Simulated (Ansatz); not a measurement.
Frontier orbitals of CH6GaNSi, SMILES `N=C[SiH2][GaH2]`.

```xyz
10

N     0.065    0.574   -1.125
C     0.598   -0.570   -0.908
Si    0.243   -1.032    0.925
Ga   -0.844    1.149    0.721
H     0.162    0.970   -2.059
H     1.133   -1.085   -1.712
H     1.565   -1.274    1.575
H    -0.461   -2.348    0.913
H    -0.069    2.424    1.216
H    -2.393    1.193    0.453
```

Charge 0, multiplicity 1. Correlated methods include outer-core shells of Ga, which these sets cover unevenly. Scalar relativity is left out up to krypton. All single points use the PBE0-D4/def2-TZVP geometry. It is one conformer, not always the lowest. Basis def2-TZVPP, Ansatz 0.2.0.

```csv
functional,HOMO (eV),LUMO (eV),gap (eV)
PBE,-5.85,-2.90,2.95
revPBE,-5.81,-2.82,2.99
B97M-V,-6.17,-2.67,3.50
PBE0,-6.88,-1.79,5.09
B3LYP,-6.69,-2.02,4.67
r2SCANh,-6.45,-2.31,4.14
r2SCAN0,-7.03,-1.70,5.33
ωB97M-V,-8.90,0.48,9.38
HF,-9.29,2.33,11.62
```

From PBE to PBE0 the HOMO moves by −1.03 eV and the LUMO by +1.11 eV, and with ωB97M-V by −3.05 and +3.38 eV, so the gap grows from 2.95 to 9.38 eV with exact exchange. A positive LUMO is unbound and depends on the basis.

B3LYP here is the variant with VWN-RPA as its local correlation; programs differ in this.
